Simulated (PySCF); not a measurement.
## Ba (barium, neutral) across methods

[Xe] 6s2, closed-shell 1S. Calculation: PySCF 2.14, in x2c-TZVPPall with one added diffuse shell each of s, p, d type (12s8p7d2f1g, 94 functions); the spin-free X2C one-electron Hamiltonian (Gaussian nucleus). The B2PLYP total includes its PT2 part (frozen core); its orbital energies are those of the SCF part.

```json
{"method": "PBE0", "E (hartree)": "-8134.37", "mean ε 5s (eV)": "-36.397", "mean ε 5p (eV)": "-20.428", "mean ε 6s (eV)": "-3.694", "Σ⟨r²⟩ (bohr²)": "97.56", "⟨S²⟩": "0.000"}
{"method": "B2PLYP", "E (hartree)": "-8133.95", "mean ε 5s (eV)": "-39.027", "mean ε 5p (eV)": "-21.832", "mean ε 6s (eV)": "-3.937", "Σ⟨r²⟩ (bohr²)": "99.29", "⟨S²⟩": "0.000"}
{"method": "PBE", "E (hartree)": "-8134.29", "mean ε 5s (eV)": "-33.625", "mean ε 5p (eV)": "-18.749", "mean ε 6s (eV)": "-3.225", "Σ⟨r²⟩ (bohr²)": "96.87", "⟨S²⟩": "0.000"}
{"method": "r2SCAN", "E (hartree)": "-8134.70", "mean ε 5s (eV)": "-34.723", "mean ε 5p (eV)": "-19.440", "mean ε 6s (eV)": "-3.263", "Σ⟨r²⟩ (bohr²)": "98.87", "⟨S²⟩": "0.000"}
{"method": "UHF", "E (hartree)": "-8131.60103", "mean ε 5s (eV)": "-43.621", "mean ε 5p (eV)": "-24.470", "mean ε 6s (eV)": "-4.439", "Σ⟨r²⟩ (bohr²)": "103.7", "⟨S²⟩": "0.000"}
{"method": "LDA", "E (hartree)": "-8127.69", "mean ε 5s (eV)": "-33.781", "mean ε 5p (eV)": "-18.832", "mean ε 6s (eV)": "-3.343", "Σ⟨r²⟩ (bohr²)": "95.43", "⟨S²⟩": "0.000"}
{"method": "BHandHLYP", "E (hartree)": "-8134.72", "mean ε 5s (eV)": "-38.908", "mean ε 5p (eV)": "-21.825", "mean ε 6s (eV)": "-4.003", "Σ⟨r²⟩ (bohr²)": "98.29", "⟨S²⟩": "0.000"}
{"method": "TPSSh", "E (hartree)": "-8134.39", "mean ε 5s (eV)": "-35.055", "mean ε 5p (eV)": "-19.654", "mean ε 6s (eV)": "-3.393", "Σ⟨r²⟩ (bohr²)": "98.23", "⟨S²⟩": "0.000"}
```

Spin-orbit coupling, which splits the p, d and f shells strongly at this Z, is absent.
